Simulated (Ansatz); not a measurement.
Z-matrix (Å, degrees):
```
Si
C 1 1.879
H 1 1.497 2 102.1
H 1 1.481 2 113.7 3 -116.1
H 1 1.481 2 113.7 3 116.1
O 2 1.363 1 118.5 3 0.0
C 2 1.361 1 125.2 3 -180.0
H 6 0.962 2 110.4 1 -0.0
O 7 1.360 2 120.4 1 180.0
B 7 1.514 2 118.8 1 -0.0
H 9 0.965 7 108.6 2 -0.0
H 10 1.200 7 117.8 2 0.0
H 10 1.193 7 122.5 2 -180.0
```

The species carries charge 0 and has multiplicity 1.

Task: List the ωB97M-V/def2-TZVPP orbital energies in eV (the Gaussian-basis code of Ansatz). (An estimate is asked.)

Result: Ansatz gave: Occupied: -1807.37, -527.66, -526.59, -283.32, -282.50, -187.60, -148.45, -102.58, -102.55, -102.55, -33.23, -32.00, -23.95, -20.22, -19.21, -17.70, -16.42, -16.07, -14.93, -13.88, -13.06, -12.78, -12.47, -12.13, -11.82, -11.65, -8.73. Lowest empty: 0.01, 1.67, 2.38, 2.65, 2.84, 3.10, 3.24, 3.68.
